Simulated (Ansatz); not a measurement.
`C[O][W](=[O])(=[O])[F]` + `[SiH]S` → `CS[SiH]` + `[O]=[W](=[O])([OH])[F]` at 500 K and 1 bar (substitution at a C–O bond).

Gas-phase electronic energies from Ansatz, PBE0-D4/def2-TZVP geometries. CCSD(T)/CBS is the MP2 limit (def2-TZVPP, def2-QZVPP) plus CCSD(T) − MP2 in def2-TZVPP, frozen cores. This one scheme is used for every species. def2 core potentials past Kr. For W outer-core shells are correlated without core-valence functions, which leaves a few kJ/mol of doubt a bond. One conformer a species, not always the lowest.

| species | CCSD(T)/CBS energy (Eh) | H − E (kJ/mol) | S (J/(mol·K)) |
| --- | --- | --- | --- |
| `C[O][W](=[O])(=[O])[F]` | -432.30984 | 181.1 | 450.4 |
| `[SiH]S` | -688.02937 | 66.8 | 284.1 |
| `CS[SiH]` | -727.28803 | 154.1 | 338.3 |
| `[O]=[W](=[O])([OH])[F]` | -393.06556 | 96.3 | 386.7 |

H − E and S are ideal-gas, rigid-rotor, harmonic terms from PBE0-D4/def2-TZVP, for one conformer and one mirror image of each species. 1 Eh = 2625.50 kJ/mol, R = 8.31446 J/(mol·K).

Q: By hand: ΔE, ΔH, ΔS and ΔG.

A: ΔE = (-727.28803) + (-393.06556) − (-432.30984) − (-688.02937) = -0.01438 Eh = -37.8 kJ/mol. Δ(H − E) = 154.1 + 96.3 − 181.1 − 66.8 = 2.5, so ΔH = -35.3 kJ/mol. ΔS = 338.3 + 386.7 − 450.4 − 284.1 = -9.5 J/(mol·K). ΔG = -35.3 − 500 × (-9.5)/1000 = -30.5 kJ/mol.

Q: By hand: the equilibrium constant, and the temperature at which ΔG would vanish if ΔH and ΔS stayed fixed.

A: log₁₀ K = −ΔG/(RT ln 10) = 3.2. ΔG = 0 at ΔH/ΔS = 3716 K, far beyond where these terms or the molecules hold.

The number of gas molecules stays the same, so ΔS is small and ΔH decides. A doubt of 5 kJ/mol in ΔE shifts log₁₀ K by 0.5 here. Other conformers and mirror images would add mixing entropy, several J/(mol·K) or more a flexible species. Modes under 60 cm⁻¹, often nearly free rotors, make the harmonic entropy too high. These are equilibria of isolated gas molecules and say nothing of rates. Largest T1 diagnostic: 0.023 (customary marks: 0.02 for closed shells, 0.045 for open ones).
